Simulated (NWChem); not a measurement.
PH, triplet; SMILES [PH]

All runs: NWChem. Spin-unrestricted. Coordinates come from a PBE0-D3(BJ)/def2-TZVP, spin-unrestricted optimisation. No stability test was run on the SCF state. Total energies compare along this basis series because the functional is fixed.

```
level           basis functions  energy (Ha)  highest occupied level (eV)  lowest empty minus highest occupied level, either spin (eV)  dipole (D)  <S²>
--------------  ---------------  -----------  ---------------------------  -----------------------------------------------------------  ----------  ----
PBE/def2-SVP                 23    -341.6040                        -5.97                                                         2.31        0.62  2.01
PBE/def2-SVPD                32    -341.6063                            ?                                                         2.27        0.42  2.01
PBE/def2-TZVP                43    -341.7217                        -6.13                                                         2.23        0.47  2.01
PBE/def2-TZVPP               56    -341.7220                        -6.13                                                         2.23        0.46  2.01
PBE/def2-QZVP               100    -341.7342                        -6.17                                                         2.22        0.44  2.01
```

Task: Some entries are withheld; supply them.

Result: 
- PBE/def2-SVPD, highest occupied level (eV): -6.02
